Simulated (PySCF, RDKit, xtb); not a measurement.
Dimer: CH4 (SMILES C) (first 5 atoms) with GeH4 (SMILES [GeH4]); geometry from B3LYP-D3(BJ)/def2-TZVP, rigid monomers moved along the line of their centres of mass till C1···Ge6 is 4.39 Å.
(charge 0, multiplicity 1):
```json
[
 {"atom": "C", "x (Å)": "0.1015", "y (Å)": "-0.0687", "z (Å)": "-0.2031"},
 {"atom": "H", "x (Å)": "-0.5746", "y (Å)": "-0.8458", "z (Å)": "0.1501"},
 {"atom": "H", "x (Å)": "0.1650", "y (Å)": "-0.1093", "z (Å)": "-1.2895"},
 {"atom": "H", "x (Å)": "-0.2748", "y (Å)": "0.9066", "z (Å)": "0.1021"},
 {"atom": "H", "x (Å)": "1.0908", "y (Å)": "-0.2266", "z (Å)": "0.2240"},
 {"atom": "Ge", "x (Å)": "-0.1320", "y (Å)": "0.0893", "z (Å)": "4.1730"},
 {"atom": "H", "x (Å)": "0.4795", "y (Å)": "1.3992", "z (Å)": "3.6559"},
 {"atom": "H", "x (Å)": "-0.2277", "y (Å)": "0.1403", "z (Å)": "5.7056"},
 {"atom": "H", "x (Å)": "0.7565", "y (Å)": "-1.0912", "z (Å)": "3.7561"},
 {"atom": "H", "x (Å)": "-1.5365", "y (Å)": "-0.0909", "z (Å)": "3.5798"}
]
```

Monomers are frozen at their geometry in the pair; levels with a basis set take the counterpoise correction. Rows marked so take none. RDKit's UFF carries no charges.

Rows in STO-3G carry no dispersion term and start afresh at each structure; the Pople sets are all-electron and without relativity.

Run with PySCF for STO-3G rows; RDKit for the force fields; xtb for the GFN methods. 

Question: One of these levels gives -0.66 kcal/mol for the interaction energy. Which?
A. HF/STO-3G (no counterpoise)
B. UFF
C. GFN1-xTB

Answer: B, UFF. The others give -2.38 (GFN1-xTB), 0.01 (HF/STO-3G (no counterpoise))
